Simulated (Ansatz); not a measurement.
The cluster Au₄F₃, relaxed as a doublet with UKS PBE-D4/def2-SVP in Ansatz, starting from the GFN2-xTB geometry. Force threshold 0.02 eV/Å.

In the def2 sets Au takes a core potential; there is no spin–orbit coupling. The relaxation made no stability test and no search for a lower SCF solution. No other spin state of charge 0 was run. Another isomer (doublet) lies 0.14 eV lower at PBE0-D4/def2-TZVP; other spin states weren't run for this one.

Start:

Cartesian coordinates in Å:
```
Au 2.5822 1.7788 0.8194
Au -1.7221 -0.9704 -0.9004
Au 0.1209 -0.3399 0.7999
Au 0.9009 1.3525 -1.1166
F 1.5420 0.0699 2.2511
F -0.9886 0.3000 -2.1469
F -2.4353 -2.1908 0.2936
```

Task: Estimate the energy that the relaxation releases and the steps that it takes.

Result: 0.30 eV, in 5 steps; 10 s on 4 threads of Intel Xeon 6975P-C on a shared host. No frequencies were taken in this run, so the end may be a saddle point.

Task: Does the start keep its bonding?

Result: By distances, no bond broke or formed. The bond that changes most is Au4–F6, from 2.40 to 2.23 Å (atoms count from 1).

Task: Predict the relaxed structure.

Result: 
Cartesian coordinates in Å:
```
Au 2.387 1.603 0.795
Au -1.626 -0.863 -0.950
Au 0.134 -0.395 0.939
Au 0.731 1.258 -1.192
F 1.579 0.056 2.366
F -0.974 0.437 -2.371
F -2.232 -2.096 0.415
```
Bond lengths (bridged metal pairs left out): 4 × Au–F 1.94 to 2.23 Å; 4 × Au–Au 2.61 to 3.01 Å.
